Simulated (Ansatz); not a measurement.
Breaking the Si1–H2 bond in H2OSi (SMILES O[SiH]) (multiplicity 1 held, fragments rigid). Energies count from the point at 1.545 Å.
Geometry at that point (charge 0, multiplicity 1):
```xyz
4

Si    -0.378    -0.335     0.394
H     -1.537    -0.168    -0.614
O      0.783     0.496    -0.450
H      0.564     0.885    -1.304
```

R- and RO- levels are restricted; in cc, def2 and unpolarised 6-31G sets they are followed outwards from rest. Unrestricted levels (U-) break spin symmetry where that is lower. Active spaces are followed from a long bond inwards. Levels need not reach the same state.

Cores are frozen in the correlated methods.

Codes used: Ansatz (a quantum-chemistry and plane-wave program). Values without a source in brackets are computed.

Energies in kcal/mol.

| R (Å) | R-CCSD/cc-pV(D+d)Z | U-CCSD/cc-pV(D+d)Z | R-CCSD(T)/cc-pV(D+d)Z | FIC-MRCISD+Q on CASSCF(2,2)/cc-pV(D+d)Z |
|---|---|---|---|---|
| 1.236 | 24.4 | 24.5 | 24.5 | 24.6 |
| 1.391 | 4.7 | 4.7 | 4.7 | 4.8 |
| 1.545 | 0.0 | 0.0 | 0.0 | 0.0 |
| 1.700 | 3.2 | 3.2 | 3.1 | 3.0 |
| 1.855 | 10.2 | 10.1 | 9.9 | 9.8 |
| 2.086 | 23.2 | 23.1 | 22.5 | 22.3 |
| 2.318 | 36.2 | 36.6 | 35.1 | 34.8 |
| 2.705 | 54.5 | 55.7 | 52.3 | 51.9 |
| 3.091 | 67.5 | 67.4 | 63.0 | 63.2 |
| 3.555 | 76.7 | 72.4 | 67.4 | 70.1 |
| 4.173 | 81.8 | 73.8 | 63.2 | 73.3 |
| 4.946 | 83.7 | 74.2 | 55.7 | 74.1 |

Doubts at one or more of the structures used: a restricted determinant that unrestricted orbitals would lower (R-CCSD/cc-pV(D+d)Z, R-CCSD(T)/cc-pV(D+d)Z); T1 above 0.05 (R-CCSD/cc-pV(D+d)Z, U-CCSD/cc-pV(D+d)Z, R-CCSD(T)/cc-pV(D+d)Z); other coupled-cluster roots lie near (R-CCSD/cc-pV(D+d)Z, R-CCSD(T)/cc-pV(D+d)Z); a spin-contaminated determinant (U-CCSD/cc-pV(D+d)Z).
